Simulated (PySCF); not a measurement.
C2H9BClP.
SMILES: `[PH3+][BH2-]CCCl`

Torsions of this conformer, `[PH3+:1][BH2-:2][CH2:3][CH2:4][Cl:5]`: P1–B2–C3–C4 63°, B2–C3–C4–Cl5 -67°.

The closed-shell ground state was solved at several levels (PySCF, density fitting, gas phase, non-relativistic). One conformer (not necessarily the lowest) at the PBE0-D3(BJ)/def2-SVP geometry, without solvent, vibrations or thermal averaging.

| level | basis functions | HOMO (eV) | LUMO (eV) | gap (eV) | dipole (D) |
| --- | --- | --- | --- | --- | --- |
| PBE0/6-31G* | 96 | -7.97 | 0.80 | 8.77 | 1.79 |
| PBE0/def2-TZVP | 221 | -8.09 | 0.37 | 8.46 | 1.73 |
| HF/pcSseg-1 | 144 | -11.36 | 3.59 | 14.95 | 2.00 |
| PBE0/pcSseg-2 | 320 | -8.12 | 0.20 | 8.32 | 1.77 |
| PBE0/aug-cc-pVDZ | 204 | -8.08 | -0.33 | 7.75 | 1.75 |
| PBE0/STO-3G | 42 | -6.02 | 4.77 | 10.79 | 3.24 |
| PBE0/IGLO-III | 283 | -8.07 | 0.26 | 8.33 | 1.83 |
| B97-D/pcSseg-1 | 144 | -6.80 | -0.40 | 6.40 | 1.85 |

**Question.** What might PBE0/6-31G (71 basis functions) give for the same quantities?

**Answer.** HOMO -7.91 eV, LUMO 1.01 eV, gap 8.92 eV, dipole 1.98 D.

**Question.** Over all these levels, which gives the widest orbital gap and which the narrowest?

**Answer.** HF/pcSseg-1 (Hartree–Fock, all exact exchange) has the widest, 14.95 eV, and B97-D/pcSseg-1 (GGA) the narrowest, 6.40 eV. The two share the basis. From the narrowest to the widest the HOMO moves by -4.56 eV and the LUMO by +3.99 eV.

**Question.** How much does the basis alone move the frontier levels among the 7 PBE0 rows (the withheld one included)?

**Answer.** The HOMO by 2.10 eV and the LUMO by 5.10 eV. By rising basis size (HOMO, LUMO in eV): STO-3G -6.02, 4.77; 6-31G -7.91, 1.01; 6-31G* -7.97, 0.80; aug-cc-pVDZ -8.08, -0.33; def2-TZVP -8.09, 0.37; IGLO-III -8.07, 0.26; pcSseg-2 -8.12, 0.20.

**Question.** How far do the dipole and the HOMO energy spread over the levels?

**Answer.** The dipole runs from 1.73 to 3.24 D (mean 1.99 D) and the HOMO from -11.36 to -6.02 eV.
